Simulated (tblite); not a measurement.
All values are computed: GFN2-xTB (tblite) harmonic vibrations without scaling, gas phase. This tight-binding method is rough: wavenumbers can miss measured ones by several per cent, in bad cases by 10 to 20. One conformer each. Open shells enter through the occupations alone, without spin polarisation, and single modes of such species can be off by tens of per cent. Thermal functions are those of the rigid rotor and harmonic oscillator, without mixing of conformers.

Task: Order these by their heat capacity Cp at 200 K, highest first (cal/(mol K)).
A. `OCc1[c]ccs1` [radical]
B. `C(=C\C)/[P@](C(F)(F)F)(=S)C`
C. `C=C[C@@H]1[C@H](CF)O[C@@H]1F`
D. `CO[C@@H]1CO[C@H](F)O1`
E. `CO[C@@H]1OCO[C@H]1F`

Result: B (36.7), C (25.0), E (22.2), D (21.5), A (19.8).

```json
{"SMILES": "C/C=C/[P@@](C)(=S)C(F)(F)F", "atoms": "18", "mass (u)": "188.00", "symmetry number": "1", "modes under 300 cm⁻¹": "12", "ZPE (kcal/mol)": "76.0", "S translation (cal/(mol K))": "39.6", "S rotation": "29.6", "S vibration": "29.2", "S spin": "0.0", "S": "98.4", "Cp": "36.7"}
{"SMILES": "C=C[C@@H]1[C@H](CF)O[C@@H]1F", "atoms": "17", "mass (u)": "134.05", "symmetry number": "1", "modes under 300 cm⁻¹": "6", "ZPE (kcal/mol)": "80.9", "S translation (cal/(mol K))": "38.6", "S rotation": "27.9", "S vibration": "18.9", "S spin": "0.0", "S": "85.4", "Cp": "25.0"}
{"SMILES": "CO[C@@H]1OCO[C@H]1F", "atoms": "15", "mass (u)": "122.04", "symmetry number": "1", "modes under 300 cm⁻¹": "5", "ZPE (kcal/mol)": "70.6", "S translation (cal/(mol K))": "38.4", "S rotation": "26.9", "S vibration": "14.8", "S spin": "0.0", "S": "80.0", "Cp": "22.2"}
{"SMILES": "CO[C@@H]1CO[C@H](F)O1", "atoms": "15", "mass (u)": "122.04", "symmetry number": "1", "modes under 300 cm⁻¹": "5", "ZPE (kcal/mol)": "71.0", "S translation (cal/(mol K))": "38.4", "S rotation": "26.8", "S vibration": "12.1", "S spin": "0.0", "S": "77.2", "Cp": "21.5"}
{"SMILES": "OCc1[c]ccs1", "atoms": "12", "mass (u)": "113.01", "symmetry number": "1", "modes under 300 cm⁻¹": "3", "ZPE (kcal/mol)": "52.6", "S translation (cal/(mol K))": "38.1", "S rotation": "26.6", "S vibration": "10.9", "S spin": "1.4", "S": "77.0", "Cp": "19.8"}
```

Entropies and Cp are for 200 K and 1 bar.
